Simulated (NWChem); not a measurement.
# AlCl, singlet; SMILES [Al][Cl]

```xyz
2

Al     0.0000     0.0000    -1.2092
Cl     0.0000     0.0000     0.9377
```
Atoms are numbered in this order, from 1.

Program: NWChem. Low-valent species are run as closed-shell singlets; no triplet was tried in these runs. Structure relaxed at the PBE0/def2-SVP level. Ions are spin-unrestricted doublets at the neutral geometry; other ion states weren't tried.

### Question
What does the run give for PBE0/aug-cc-pVDZ? Quantities: −ε(HOMO) (eV).

### Answer
−ε(HOMO) (eV): 7.06
